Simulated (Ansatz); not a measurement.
C2H5ClOSi, SMILES `OC1(Cl)C[SiH2]1`. The species carries charge 0 and has multiplicity 1. All single points use the PBE0-D4/def2-TZVP geometry. It is one conformer, not always the lowest.

```xyz
10

O     0.795   -1.516   -0.601
C    -0.179   -0.601   -0.305
Cl   -1.842   -1.248   -0.490
C    -0.012    0.243    0.963
Si    0.070    1.211   -0.629
H     0.814   -2.182    0.099
H     0.926    0.069    1.484
H    -0.871    0.325    1.620
H     1.391    1.680   -1.094
H    -1.091    2.018   -1.048
```

(1) What is the dipole moment at ωB97M-V/def2-TZVPP? (Best estimate.)

(2) And with PBE, r2SCAN, B3LYP? (Estimate.)

(3) Give the Mulliken charges with ωB97M-V, r2SCAN, B3LYP in def2-TZVPP. (Estimate.)

Results:

(1) Ansatz gave: 2.10 D, with components (1.12, 1.07, 1.42) D in this frame, pointing from negative to positive charge.

(2) Computed: PBE 2.02 D, r2SCAN 2.14 D, B3LYP 2.10 D.

(3) The calculation gave: 
| atom | ωB97M-V | r2SCAN | B3LYP |
| --- | --- | --- | --- |
| O1 | -0.28 | -0.32 | -0.30 |
| C2 | 0.09 | 0.19 | 0.18 |
| Cl3 | -0.13 | -0.18 | -0.17 |
| C4 | -0.34 | -0.28 | -0.30 |
| Si5 | 0.25 | 0.32 | 0.29 |
| H6 | 0.17 | 0.20 | 0.18 |
| H7 | 0.12 | 0.09 | 0.11 |
| H8 | 0.12 | 0.09 | 0.11 |
| H9 | -0.01 | -0.06 | -0.05 |
| H10 | 0.00 | -0.05 | -0.04 |

B3LYP here is the variant with VWN-RPA as its local correlation; programs differ in this.
